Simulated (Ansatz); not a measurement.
Gas-phase electronic energies from Ansatz, PBE0-D4/def2-TZVP geometries. CCSD(T)/CBS adds triple-zeta CCSD(T) − MP2 to the extrapolated MP2 energy (def2 sets, frozen cores). This one scheme is used for every species. Functionals use def2-TZVPP. B3LYP here is the variant with VWN-RPA as its local correlation; programs differ in this. Each species was taken in one conformer, which may not be the lowest.

Consider the cleavage of the Si–Si bond: `O[SiH](F)[SiH2]Cl` + `O[SiH](O)S` → `O[SiH](O)S[SiH](O)F` + `[SiH3]Cl`.

CCSD(T)/CBS gives -1.00 eV.

(1) Another level gave -0.99 eV. Which?
A. B3LYP/def2-TZVPP
B. r2SCAN/def2-TZVPP
C. ωB97M-V/def2-TZVPP
D. PBE0-D4/def2-TZVPP

Largest T1 diagnostic among the species: 0.012.

Results:

(1) B. r2SCAN -0.99, B3LYP -0.90, ωB97M-V -1.04, PBE0-D4 -0.94 eV.

From PBE to PBE0 (25 % exact exchange), in def2-TZVPP and without D4, ΔE moves by −0.06 eV. The D4 term adds −0.07 eV with B3LYP and −0.04 eV with PBE0; it sums over pairs of atoms, weighted by their polarisabilities, and B3LYP, whose exchange is more repulsive, gets the larger term.
